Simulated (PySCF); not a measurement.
**Tc²⁺: ionisation energy**

Tc²⁺ [Kr] 4d5 (6S) → Tc³⁺ [Kr] 4d4 (5D), as a difference of total energies. Calculation: PySCF 2.14, in aug-cc-pwCVQZ-PP with ECP28MDF (9s9p8d5f4g3h, 180 functions); scalar relativity through the core potential. The calculations carry no spin-orbit coupling.

| method | ionisation energy (eV) |
| --- | --- |
| UHF | 28.806 |
| BLYP | 29.562 |
| MN15 | 29.667 |

The reference lies between the lowest fine-structure levels, while these numbers refer to the centres of the terms.

For comparison: 29.55 eV (semi-empirical (NIST evaluation); NIST Atomic Spectra Database, ionization energies).
